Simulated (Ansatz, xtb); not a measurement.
Two structures of FGaGeH5O+

Structure I: a singlet given by its coordinates. Structure II: a singlet given by its coordinates. Both are isolated ions in the gas phase, relaxed with PBE0-D3(BJ)/def2-SVP.

I (Å):

```xyz
9

F    -1.9674    0.2770    0.9987
Ga   -0.5314    1.2354    1.0301
Ge   -0.0899   -1.8664   -0.2355
O     0.5673   -0.1059    0.2764
H    -0.0010    2.6089    1.4234
H    -1.1351   -1.5212   -1.2862
H     1.5117    0.0442    0.1173
H    -0.5929   -2.4152    1.0916
H     1.2182   -2.4561   -0.7556
```

Close contacts (Å): F1–Ga2 1.73, Ga2–O4 1.89, Ge3–O4 1.95, Ga2–H5 1.52, Ge3–H6 1.52, Ge3–H8 1.52, Ge3–H9 1.53, O4–H7 0.97.

II (Å):

```xyz
9

F     2.1132   -0.6954   -2.9922
Ga    1.5681   -0.3154   -1.3949
Ge    0.8002   -1.0760    0.7987
O     1.7519    1.6382   -1.8390
H     1.5920    2.4547   -1.3421
H     2.0647    1.8500   -2.7356
H    -0.5688   -0.4142    0.9536
H     1.8609   -0.5401    1.7598
H     0.7673   -2.5953    0.6605
```

Close contacts (Å): F1–Ga2 1.73, Ga2–Ge3 2.45, Ga2–O4 2.01, Ge3–H7 1.53, Ge3–H8 1.53, Ge3–H9 1.53, O4–H5 0.97, O4–H6 0.97.

Problem. Which of the two would you expect CCSD(T)/def2-SVP + ΔMP2/def2-TZVPP electronic energies to favour?

Solution. Too close to call at this level: CCSD(T)/def2-SVP + ΔMP2/def2-TZVPP gives E(II) − E(I) = −0.49 kcal/mol.

How the difference moves with the method:

| level | geometry | E(II) − E(I) (kcal/mol) | departure from the last row (kcal/mol) | job, with rough time for the two |
| --- | --- | --- | --- | --- |
| PBE0-D3(BJ)/def2-SVP | PBE0-D3(BJ)/def2-SVP | −4.09 | −3.60 | optimisation, 38 s |
| HF/def2-SVP | PBE0-D3(BJ)/def2-SVP | +3.37 | +3.86 | part of the CCSD(T) run |
| MP2/def2-SVP | PBE0-D3(BJ)/def2-SVP | +1.50 | +1.99 | part of the CCSD(T) run |
| CCSD(T)/def2-SVP | PBE0-D3(BJ)/def2-SVP | +0.83 | +1.32 | single point |
| CCSD(T)/def2-SVP + ΔMP2/def2-TZVPP | PBE0-D3(BJ)/def2-SVP | −0.49 |  | single point, 26 s |

The largest departure from CCSD(T)/def2-SVP + ΔMP2/def2-TZVPP is that of HF/def2-SVP, 3.86 kcal/mol. A small imaginary or near-zero mode remains, so no thermal terms are given. Levels run at GFN2-xTB geometries aren't shown. The last row adds to CCSD(T) the change of the MP2 difference between the two basis sets, here −1.32 kcal/mol.

The correlated steps freeze 20 core orbitals; the filled d shell of Ga and Ge is correlated, in a basis made for valence electrons. Run with Ansatz 0.2.0; the last row on 2 threads of Intel(R) Xeon(R) 6975P-C (Granite Rapids) on a shared host.
